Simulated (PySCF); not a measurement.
Computed shifts of a molecule CH6FNOSi2, PBE/pcSseg-1 (PySCF), GIAO, gas phase, equivalent atoms averaged, in ppm (number of nuclei): ¹⁵N: 56.5 (1). ²⁹Si: 55.0 (1), 8.6 (1). ¹³C: 72.5 (1). ¹⁹F: -221.9 (1). ¹H: 6.69 (1), 5.56 (1), 4.74 (2), 2.24 (1), 1.88 (1). References: ¹⁵N against NH3 (σ = 267.0 ppm); ²⁹Si against TMS (σ = 335.4 ppm); ¹⁷O against H2O (σ = 334.3 ppm); ¹³C against TMS (σ = 182.0 ppm); ¹⁹F against CFCl3 (σ = 133.6 ppm); ¹H against TMS (σ = 31.49 ppm), references at their B3LYP-D3(BJ)/def2-TZVP geometries, non-relativistic. Coordinates come from a PBE0-D3(BJ)/def2-SVP optimisation. Other conformers were not sampled.

Question: Identify the compound among the candidates.
A. F[Si@H]1N[SiH2]CO1
B. C[Si@@]1(F)N[SiH2]O1
C. N[Si@@H]1OC[Si@@H]1F
D. O[Si@H]1N[SiH2][C@@H]1F

Answer: C, N[Si@@H]1OC[Si@@H]1F
